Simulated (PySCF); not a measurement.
CAuClO, charge +1, doublet, geometry from GFN2-xTB (such geometries of metal compounds can be far from the true shape) (the multiplicity is a formal guess) (core potentials on Au), with bond 2-1 at 1.8 times its length; PBE/def2-SVP in PySCF.

Here is a job for PySCF.
```python
from pyscf import gto, scf, dft

mol = gto.M(
    atom='''
Au    0.002392   -0.013348    0.017041
Cl   -0.371213    2.977179   -2.710312
O     0.278174   -2.281665    2.034716
C     0.178906   -1.451528    1.307450
''',
    basis='def2-svp',
    ecp={'Au': 'def2-svp'},
    charge=1,
    spin=1,
    verbose=4,
)

mf = dft.UKS(mol)
mf.xc = 'pbe'
mf.kernel()
mo_i, mo_e, stable_i, stable_e = mf.stability(internal=True, external=False, return_status=True, nroots=6, tol=1e-6)
print('internally stable:', stable_i, ' externally stable:', stable_e)
if not stable_i:
    umf = mf.copy()
    umf.scf_summary = {}
    umf.kernel(umf.make_rdm1(mo_i, mf.mo_occ))
mf.analyze()
```

Output, abridged:

```
PySCF version 2.14.0

[INPUT] verbose = 4
[INPUT] num. atoms = 4
[INPUT] num. electrons = 49
[INPUT] charge = 1
[INPUT] spin (= nelec alpha-beta = 2S) = 1
[INPUT] symmetry False subgroup None
[INPUT] Mole.unit = angstrom
[INPUT] Symbol           X                Y                Z      unit          X                Y                Z       unit  Magmom
[...]
nuclear repulsion = 141.558842252558
number of shells = 32
number of NR pGTOs = 141
number of NR cGTOs = 78
basis = def2-svp
ecp = {'Au': 'def2-svp'}

******** <class 'pyscf.dft.uks.UKS'> ********
method = UKS
initial guess = minao
damping factor = 0
level_shift factor = 0
DIIS = <class 'pyscf.scf.diis.CDIIS'>
diis_start_cycle = 1
diis_space = 8
diis_damp = 0
SCF conv_tol = 1e-09
SCF conv_tol_grad = None
SCF max_cycles = 50
direct_scf = True
direct_scf_tol = 1e-13
number electrons alpha = 25  beta = 24
XC library pyscf.dft.libxc version 7.1.2
    S. Lehtola, C. Steigemann, M. J. T. Oliveira, and M. A. L. Marques,  SoftwareX 7, 1–5 (2018)
XC functionals = pbe
    J. P. Perdew, K. Burke, and M. Ernzerhof,  Phys. Rev. Lett. 77, 3865 (1996)
    J. P. Perdew, K. Burke, and M. Ernzerhof,  Phys. Rev. Lett. 78, 1396 (1997)
    J. P. Perdew, K. Burke, and M. Ernzerhof,  Phys. Rev. Lett. 77, 3865 (1996)
    J. P. Perdew, K. Burke, and M. Ernzerhof,  Phys. Rev. Lett. 78, 1396 (1997)
radial grids:
    Treutler-Ahlrichs [JCP 102, 346 (1995); DOI:10.1063/1.469408] (M4) radial grids

becke partition: Becke, JCP 88, 2547 (1988); DOI:10.1063/1.454033
pruning grids: <function nwchem_prune>
grids dens level: 3
symmetrized grids: False
atomic radii adjust function: <function treutler_atomic_radii_adjust>
small_rho_cutoff = 0
Set gradient conv threshold to 3.16228e-05
tot grids = 71392
init E= -697.39175982464

cycle= 1 E= -706.094233963288  delta_E= -8.7  |g|=  1.5  |ddm|= 7.49
cycle= 2 E= -655.993363875378  delta_E= 50.1  |g|= 4.82  |ddm|=   12
cycle= 3 E= -708.065150279729  delta_E= -52.1  |g|= 0.784  |ddm|=   11

cycle= 4 E= -707.712125991577  delta_E= 0.353  |g|= 0.802  |ddm|= 1.99
cycle= 5 E= -708.387006989805  delta_E= -0.675  |g|= 0.121  |ddm|= 1.46
cycle= 6 E= -708.390646776803  delta_E= -0.00364  |g|= 0.11  |ddm|= 0.29
cycle= 7 E= -708.393898750567  delta_E= -0.00325  |g|= 0.0648  |ddm|= 0.105
cycle= 8 E= -708.39558522094  delta_E= -0.00169  |g|= 0.0144  |ddm|= 0.0793
cycle= 9 E= -708.395670788966  delta_E= -8.56e-05  |g|= 0.00311  |ddm|= 0.0219
cycle= 10 E= -708.395676407357  delta_E= -5.62e-06  |g|= 0.000697  |ddm|= 0.00516
cycle= 11 E= -708.395676712586  delta_E= -3.05e-07  |g|= 0.000163  |ddm|= 0.00128
cycle= 12 E= -708.395676728999  delta_E= -1.64e-08  |g|= 2.44e-05  |ddm|= 0.000373
cycle= 13 E= -708.395676729681  delta_E= -6.82e-10  |g|= 7.73e-06  |ddm|= 9.04e-05
Extra cycle  E= -708.39567672972  delta_E= -3.92e-11  |g|= 1.13e-05  |ddm|= 4e-05
converged SCF energy = -708.39567672972  <S^2> = 0.75431052  2S+1 = 2.0043059
uhf_internal: lowest eigs of H = [-4.74665366e-06  2.08485655e-02  1.18104472e-01  1.38245629e-01
  1.52737327e-01  1.75038517e-01]
<class 'pyscf.dft.uks.UKS'> wavefunction is stable in the internal stability analysis
internally stable: True  externally stable: None
**** SCF Summaries ****
Total Energy =                        -708.395676729720435
Nuclear Repulsion Energy =             141.558842252558179
One-electron Energy =                -1297.808223749125773
Two-electron Energy =                  447.853704766847159
Two-electron Coulomb Energy =          502.221291522208560
DFT Exchange-Correlation Energy =      -54.367586755361408
**** MO energy ****
                             alpha | beta                alpha | beta
[...]
spin_pop of  0 Au 5s       -0.00001
spin_pop of  0 Au 6s       -0.01179
spin_pop of  0 Au 7s       -0.00003
spin_pop of  0 Au 8s        0.00001
spin_pop of  0 Au 9s       -0.00002
spin_pop of  0 Au 10s       -0.00001
spin_pop of  0 Au 5px      -0.00000
spin_pop of  0 Au 5py       0.00010
spin_pop of  0 Au 5pz       0.00009
spin_pop of  0 Au 6px      -0.00005
spin_pop of  0 Au 6py      -0.00045
spin_pop of  0 Au 6pz      -0.00034
spin_pop of  0 Au 7px      -0.00007
spin_pop of  0 Au 7py      -0.00008
spin_pop of  0 Au 7pz      -0.00004
spin_pop of  0 Au 5dxy      0.00015
spin_pop of  0 Au 5dyz      0.00009
spin_pop of  0 Au 5dz^2    -0.00003
spin_pop of  0 Au 5dxz      0.00008
spin_pop of  0 Au 5dx2-y2   -0.00047
spin_pop of  0 Au 6dxy     -0.00027
spin_pop of  0 Au 6dyz     -0.00019
spin_pop of  0 Au 6dz^2    -0.00059
spin_pop of  0 Au 6dxz     -0.00021
spin_pop of  0 Au 6dx2-y2   -0.00173
spin_pop of  0 Au 5f-3     -0.00000
spin_pop of  0 Au 5f-2     -0.00001
spin_pop of  0 Au 5f-1     -0.00000
spin_pop of  0 Au 5f+0     -0.00000
spin_pop of  0 Au 5f+1     -0.00001
spin_pop of  0 Au 5f+2     -0.00000
spin_pop of  0 Au 5f+3     -0.00000
spin_pop of  1 Cl 1s       -0.00000
spin_pop of  1 Cl 2s       -0.00001
spin_pop of  1 Cl 3s       -0.00094
spin_pop of  1 Cl 4s        0.00001
spin_pop of  1 Cl 2px       0.00000
spin_pop of  1 Cl 2py       0.00002
spin_pop of  1 Cl 2pz       0.00003
spin_pop of  1 Cl 3px       0.02569
spin_pop of  1 Cl 3py       0.46816
spin_pop of  1 Cl 3pz       0.52533
spin_pop of  1 Cl 4px       0.00017
spin_pop of  1 Cl 4py       0.00060
spin_pop of  1 Cl 4pz       0.00066
spin_pop of  1 Cl 3dxy      0.00003
spin_pop of  1 Cl 3dyz      0.00059
spin_pop of  1 Cl 3dz^2     0.00012
spin_pop of  1 Cl 3dxz      0.00005
spin_pop of  1 Cl 3dx2-y2    0.00021
spin_pop of  2 O 1s        0.00000
spin_pop of  2 O 2s        0.00001
spin_pop of  2 O 3s       -0.00002
spin_pop of  2 O 2px       0.00027
spin_pop of  2 O 2py       0.00005
spin_pop of  2 O 2pz       0.00012
spin_pop of  2 O 3px       0.00000
spin_pop of  2 O 3py      -0.00000
spin_pop of  2 O 3pz       0.00000
spin_pop of  2 O 3dxy      0.00000
spin_pop of  2 O 3dyz     -0.00000
spin_pop of  2 O 3dz^2     0.00000
spin_pop of  2 O 3dxz      0.00000
spin_pop of  2 O 3dx2-y2   -0.00000
spin_pop of  3 C 1s       -0.00000
spin_pop of  3 C 2s       -0.00276
spin_pop of  3 C 3s       -0.00124
spin_pop of  3 C 2px      -0.00014
spin_pop of  3 C 2py      -0.00048
spin_pop of  3 C 2pz      -0.00036
spin_pop of  3 C 3px       0.00003
spin_pop of  3 C 3py      -0.00018
spin_pop of  3 C 3pz      -0.00011
spin_pop of  3 C 3dxy      0.00000
spin_pop of  3 C 3dyz     -0.00000
spin_pop of  3 C 3dz^2     0.00000
spin_pop of  3 C 3dxz      0.00000
spin_pop of  3 C 3dx2-y2   -0.00000
In total            25.00000 | 24.00000

WARN: System has nonzero charge 1; the dipole moment is origin-dependent.
Location of origin: [0. 0. 0.]

Dipole moment(X, Y, Z, Debye):  0.02481, -0.20709,  0.18178
```
